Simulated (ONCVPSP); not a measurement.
Plane-wave convergence, ONCV potential for gadolinium

- Element: gadolinium
- Generator: ONCVPSP 4.0.1
- Type: optimised norm-conserving Vanderbilt (ONCV)
- Functional: PW91
- Relativity: scalar-relativistic
- Frozen core: [Kr] 4d10
- Valence charge: 18
- Reference configuration: 4f7 5s2 5p6 5d1 6s0.5 (charge +1.5)
- Partial waves: 5s+6s: rc 1.85 bohr, ncon 4, nbas 7, qcut 7.1 1/bohr, 2 projectors; 5p: rc 2.45 bohr, ncon 4, nbas 8, qcut 6.7 1/bohr, 2 projectors, debl 3.5 Ha; 5d: rc 3.00 bohr, ncon 5, nbas 10, qcut 5.8 1/bohr, 1 projector; 4f: rc 1.35 bohr, ncon 4, nbas 8, qcut 14 1/bohr, 2 projectors, debl 1.5 Ha
- Local potential: polynomial inside 1.00 bohr (lpopt 3, dvloc0 0 Ha)
- Core correction: Teter function, fcfact 6, rcfact 1.8

For each optimised wave give the share of its norm inside rc, the residual kinetic energy above qcut (Ha) and the cutoffs (Ha) for errors of 10, 1, 0.1 and 0.01 mHa per electron.

```tsv
wave	norm inside rc	residual KE	10 mHa	1 mHa	0.1 mHa	0.01 mHa
5s	0.879	6.5e-07	13.3	17.1	20.0	22.4
6s	0.059	5.5e-07	10.9	15.7	19.2	22.1
5p	0.935	7.8e-09	5.3	7.0	11.9	15.6
p projector 2	0.131	1.7e-07	5.9	12.8	16.7	19.1
5d	0.752	2.1e-09	6.2	8.6	10.7	12.5
4f	0.869	6.1e-07	67.6	77.5	85.3	91.1
f projector 2	0.081	9.0e-07	63.0	75.0	84.8	91.5
```

The occupied waves need 77 Ha and 85 Ha for 1 and 0.1 mHa. Note: ghosts flagged at negative energy: s at -87.5 eV; GHOST(+) flagged for p at 112.3 eV. A true bound ghost makes a file unfit for plane-wave use.
